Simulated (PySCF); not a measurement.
**Optical rotation: `InChI=1S/C4H7NO2Si/c1-8-6-3-4(2-5)7-8/h4,8H,3H2,1H3/t4-,8-/m1/s1`**

Cartesian coordinates in Å; atom numbers follow the order of the lines, from 1:
```xyz
15

C     2.5191   -0.0871   -0.5544
Si    0.6946    0.3713   -0.6265
O     0.1573    1.1534    0.7188
C    -0.9227    0.5194    1.3212
C    -1.3013   -0.7225    0.4569
C    -2.5349   -0.4586   -0.2600
N    -3.4940   -0.2281   -0.8365
O    -0.2573   -0.9620   -0.4379
H     2.7452   -0.8048    0.2291
H     3.1154    0.8012   -0.3811
H     2.8327   -0.5121   -1.5004
H     0.2850    1.1297   -1.8041
H    -0.6350    0.2080    2.3304
H    -1.7655    1.2152    1.3871
H    -1.4433   -1.6150    1.0804
```

Computed, not measured: PySCF, TDDFT LC-wPBE/aug-cc-pVDZ circular dichroism and optical rotation, one conformer, gas phase. Geometry: GFN2-xTB.

Stereocentres: Si2 R, C5 R.

(1) What is the specific rotation at 633, 589.3, 546, 436, 405, 365, 355 nm?

(2) And for the mirror image at 589.3 nm?

(3) What is the molar rotation [Φ] = [α]·M/100 of the geometry above at 589.3 nm?

Results:

(1) [α] in deg dm⁻¹ (g/mL)⁻¹:
| λ (nm) | origin-invariant length gauge | modified velocity gauge | length gauge (centre of mass) | isotropic polarisability (au) |
| --- | --- | --- | --- | --- |
| 633 | -6.4 | -8.8 | -6.3 | 77.5 |
| 589.3 | -7.5 | -10.3 | -7.4 | 77.8 |
| 546 | -9.0 | -12.2 | -8.9 | 78.0 |
| 436 | -15.7 | -20.8 | -15.5 | 79.3 |
| 405 | -19.1 | -25.1 | -18.9 | 79.8 |
| 365 | -25.6 | -32.9 | -25.3 | 80.8 |
| 355 | -27.8 | -35.5 | -27.4 | 81.0 |

(2) +7.5 deg dm⁻¹ (g/mL)⁻¹ (origin-invariant length gauge): the same size and the opposite sign.

(3) With M = 129.19 g/mol, -9.7 deg cm² dmol⁻¹ (origin-invariant length gauge).

The first excitation lies at 7.58 eV (164 nm) with R = -3.3 × 10⁻⁴⁰ esu² cm² (velocity form).
